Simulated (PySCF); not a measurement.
Calculation: PySCF 2.14.0 with PBE-D3(BJ)/def2-TZVP // PBE-D3(BJ)/def2-SVP. Isolated molecules, 0 K electronic values unless said otherwise. One relaxed conformer stands for a flexible species; it need not be the lowest. 

Reference species: [W(OH)6] (neutral, multiplicity 1).

```json
{
  "mean_distance_from_the_central_atom_to_its_bonded_neighbours": "1.939 Å",
  "LUMO": "-3.47 eV"
}
```

Changed species: [W(OH)5(NH2)] (1 of 6 OH replaced by NH2; the reference has 0 of 6 OH replaced by NH2).

Q: What does the change do to the mean distance from the central atom to its bonded neighbours and LUMO?

A: the mean distance from the central atom to its bonded neighbours increases by 0.014 Å, to 1.953 Å; the LUMO goes up by 0.30 eV, to -3.17 eV.
